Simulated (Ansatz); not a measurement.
Ti3F2, relaxed as a singlet with RKS PBE0-D4/def2-SVP in Ansatz, starting from the GFN1-xTB geometry. Force threshold 0.02 eV/Å.

The restricted singlet is unstable towards broken spin symmetry in Hartree–Fock (as tested in another run); at PBE0-D4/def2-SVP this wasn't settled. Another isomer (triplet) lies 0.99 eV lower at PBE0-D4/def2-TZVP; other spin states weren't run for this one.

Start:

```xyz
5

Ti   -0.5292   -0.8613    1.7624
Ti   -0.7562    1.2644    0.0433
Ti    1.4602   -0.2128   -0.0108
F     1.9972   -1.4797   -0.9542
F    -2.1719    1.2893   -0.8407
```

```tsv
step	energy (eV)	largest force component (eV/Å)	SCF passes
1	-74740.2080	3.945	97
2	-74741.2888	1.426	54
3	-74741.4935	0.423	52
4	-74741.5928	0.323	52
5	-74741.6506	0.301	50
6	-74741.6574	0.221	44
7	-74741.6770	0.295	50
8	-74741.6811	0.035	44
9	-74741.6812	0.019	46
```

Force components are those of the run's own axes.

End:

```
atom    x (Å)    y (Å)    z (Å)
 Ti1  -0.4394  -0.7256   1.6444
 Ti2  -0.6523   1.2348   0.3167
 Ti3   1.4017  -0.1316   0.2627
  F4   1.3570  -1.1945  -1.1519
  F5  -1.6671   0.8168  -1.0719
```

By distances, no bond broke or formed. The bond that changes most is Ti1–Ti2, from 2.74 to 2.38 Å (atoms count from 1).

No frequencies were taken in this run, so the end may be a saddle point.

Run time 33 s (4 threads of Arm Neoverse V1 on a shared host).
